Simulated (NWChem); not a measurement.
Program: NWChem. System: AlCl, charge 0, spin multiplicity 1, displaced from the optimised geometry. The structure started from a generated list of species.

The NWChem input:

```
start mol
memory heap 200 mb stack 900 mb global 1100 mb
geometry units angstroms nocenter noautoz
  Al     0.000000     0.000000    -1.249782
  Cl     0.000000     0.000000     0.955716
  symmetry group C2v
end
basis spherical
  * library def2-tzvp
end
dft
  xc pbe0
  semidirect memsize 60000000 filesize 0
  iterations 100
  convergence nodiis damp 40
end
task dft gradient
```

The output up to the point where the run's verdict is printed (cleaned and shortened):

```
             Northwest Computational Chemistry Package (NWChem) 7.3.0
             --------------------------------------------------------

                                NWChem Input Module
                                -------------------

 Scaling coordinates for geometry "geometry" by  1.889725989
 (inverse scale =  0.529177249)

 Turning off AUTOSYM since
 SYMMETRY directive was detected!

                             Geometry "geometry" -> ""
                             -------------------------

 Output coordinates in angstroms (scale by  1.889725989 to convert to a.u.)

  No.       Tag          Charge          X              Y              Z
 ---- ---------------- ---------- -------------- -------------- --------------
    1 Al                  13.0000     0.00000000     0.00000000    -1.24978200
    2 Cl                  17.0000     0.00000000     0.00000000     0.95571600

 Effective nuclear repulsion energy (a.u.)      53.0257438587

            Nuclear Dipole moment (a.u.)
            ----------------------------
        X                 Y               Z
 ---------------- ---------------- ----------------
     0.0000000000     0.0000000000     0.0000113384

      Symmetry information
      --------------------

 Group name             C2v
 Group number             16
 Group order               4
 No. of unique centers     2

      Symmetry unique atoms

     1    2


 Summary of "ao basis" -> "" (spherical)
 ------------------------------------------------------------------------------
       Tag                 Description            Shells   Functions and Types
 ---------------- ------------------------------  ------  ---------------------
 *                         def2-tzvp                  on all atoms

                                 NWChem DFT Module
                                 -----------------

 Summary of "ao basis" -> "ao basis" (spherical)
 ------------------------------------------------------------------------------
       Tag                 Description            Shells   Functions and Types
 ---------------- ------------------------------  ------  ---------------------
[...]
 !! scf_movecs_sym_adapt:   12 vectors were symmetry contaminated

 d= 0,ls=0.5         84   -471.2232854355  6.96D+01  2.21D-01               6.5

 !! scf_movecs_sym_adapt:   22 vectors were symmetry contaminated

  Symmetry fudging

 !! scf_movecs_sym_adapt:   18 vectors were symmetry contaminated

 d= 0,ls=0.5         85   -540.8220055569 -6.96D+01  2.21D-01               6.5

 !! scf_movecs_sym_adapt:   14 vectors were symmetry contaminated

  Symmetry fudging

 !! scf_movecs_sym_adapt:    8 vectors were symmetry contaminated

 d= 0,ls=0.5         86   -471.2232854355  6.96D+01  2.21D-01               6.6

 !! scf_movecs_sym_adapt:   22 vectors were symmetry contaminated

  Symmetry fudging

 !! scf_movecs_sym_adapt:   12 vectors were symmetry contaminated

 d= 0,ls=0.5         87   -540.8220055569 -6.96D+01  2.21D-01               6.6

 !! scf_movecs_sym_adapt:   14 vectors were symmetry contaminated

  Symmetry fudging

 !! scf_movecs_sym_adapt:   10 vectors were symmetry contaminated

 d= 0,ls=0.5         88   -471.2232854355  6.96D+01  2.21D-01               6.7

 !! scf_movecs_sym_adapt:   22 vectors were symmetry contaminated

  Symmetry fudging

 !! scf_movecs_sym_adapt:   14 vectors were symmetry contaminated

 d= 0,ls=0.5         89   -540.8220055569 -6.96D+01  2.21D-01               6.7

 !! scf_movecs_sym_adapt:   16 vectors were symmetry contaminated

  Symmetry fudging

 !! scf_movecs_sym_adapt:   12 vectors were symmetry contaminated

 d= 0,ls=0.5         90   -471.2232854355  6.96D+01  2.21D-01               6.8

 !! scf_movecs_sym_adapt:   20 vectors were symmetry contaminated

  Symmetry fudging

 !! scf_movecs_sym_adapt:   12 vectors were symmetry contaminated

 d= 0,ls=0.5         91   -540.8220055569 -6.96D+01  2.21D-01               6.8

 !! scf_movecs_sym_adapt:   18 vectors were symmetry contaminated

  Symmetry fudging

 !! scf_movecs_sym_adapt:   12 vectors were symmetry contaminated

 d= 0,ls=0.5         92   -471.2232854355  6.96D+01  2.21D-01               6.9

 !! scf_movecs_sym_adapt:   20 vectors were symmetry contaminated

  Symmetry fudging

 !! scf_movecs_sym_adapt:   10 vectors were symmetry contaminated

 d= 0,ls=0.5         93   -540.8220055569 -6.96D+01  2.21D-01               7.0

 !! scf_movecs_sym_adapt:   12 vectors were symmetry contaminated

  Symmetry fudging

 !! scf_movecs_sym_adapt:   12 vectors were symmetry contaminated

 d= 0,ls=0.5         94   -471.2232854355  6.96D+01  2.21D-01               7.1

 !! scf_movecs_sym_adapt:   22 vectors were symmetry contaminated

  Symmetry fudging

 !! scf_movecs_sym_adapt:   18 vectors were symmetry contaminated

 d= 0,ls=0.5         95   -540.8220055569 -6.96D+01  2.21D-01               7.1

 !! scf_movecs_sym_adapt:   12 vectors were symmetry contaminated

  Symmetry fudging

 !! scf_movecs_sym_adapt:   10 vectors were symmetry contaminated

 d= 0,ls=0.5         96   -471.2232854355  6.96D+01  2.21D-01               7.2

 !! scf_movecs_sym_adapt:   20 vectors were symmetry contaminated

  Symmetry fudging

 !! scf_movecs_sym_adapt:   16 vectors were symmetry contaminated

 d= 0,ls=0.5         97   -540.8220055569 -6.96D+01  2.21D-01               7.3

 !! scf_movecs_sym_adapt:   16 vectors were symmetry contaminated

  Symmetry fudging

 !! scf_movecs_sym_adapt:   10 vectors were symmetry contaminated

 d= 0,ls=0.5         98   -471.2232854355  6.96D+01  2.21D-01               7.3

 !! scf_movecs_sym_adapt:   20 vectors were symmetry contaminated

  Symmetry fudging

 !! scf_movecs_sym_adapt:   16 vectors were symmetry contaminated

 d= 0,ls=0.5         99   -540.8220055569 -6.96D+01  2.21D-01               7.4

 !! scf_movecs_sym_adapt:   20 vectors were symmetry contaminated

  Symmetry fudging

 !! scf_movecs_sym_adapt:   14 vectors were symmetry contaminated

 d= 0,ls=0.5        100   -471.2232854355  6.96D+01  2.21D-01               7.4
```

The run did not converge; its last values are not results. The next line reads: Calculation failed to converge. NWChem stopped with the message: dft gradient failed.
